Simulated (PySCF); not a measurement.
## Worked example: dipole moment from atomic charges

Al(F)(Br)(OMe) (CH3AlBrFO), SMILES C[O][Al]([F])[Br]. Atoms are numbered in the order given.

```xyz
8

Al     0.6792     0.5165     0.0000
F      2.3329     0.5056     0.0000
Br    -0.4293    -1.4315     0.0000
O     -0.1128     1.9938     0.0000
C     -1.4225     2.4922     0.0000
H     -1.5905     3.1213    -0.8914
H     -1.5905     3.1213     0.8914
H     -2.1826     1.6894     0.0000
```
Charge 0, spin multiplicity 1.

The structure is a stationary point at B3LYP-D3(BJ)/def2-SVP. Other conformers were not sampled.

Charges (e) from PBE/def2-TZVP (PySCF):

```json
[
 {"atom": "Al1", "Mulliken": "0.608", "IAO": "1.234"},
 {"atom": "F2", "Mulliken": "-0.292", "IAO": "-0.541"},
 {"atom": "Br3", "Mulliken": "-0.211", "IAO": "-0.278"},
 {"atom": "O4", "Mulliken": "-0.258", "IAO": "-0.634"},
 {"atom": "C5", "Mulliken": "-0.211", "IAO": "-0.200"},
 {"atom": "H6", "Mulliken": "0.122", "IAO": "0.145"},
 {"atom": "H7", "Mulliken": "0.122", "IAO": "0.145"},
 {"atom": "H8", "Mulliken": "0.118", "IAO": "0.130"}
]
```

The dipole moment of the full density is 2.01 D.

### Question
What dipole moment does each set of point charges give, and which comes closer to that of the density?

### Answer

μ = Σ q r, and 1 e Å = 4.8032 D.
Mulliken: Σ q r = (-0.494, 0.389, 0.000) e Å, |μ| = 3.02 D.
IAO: Σ q r = (-0.694, 0.124, 0.000) e Å, |μ| = 3.38 D.
Mulliken comes closer in size. Point charges leave out the atoms' own dipoles (lone pairs, polarised bonds); fits to the potential absorb them, partitions of the density don't.
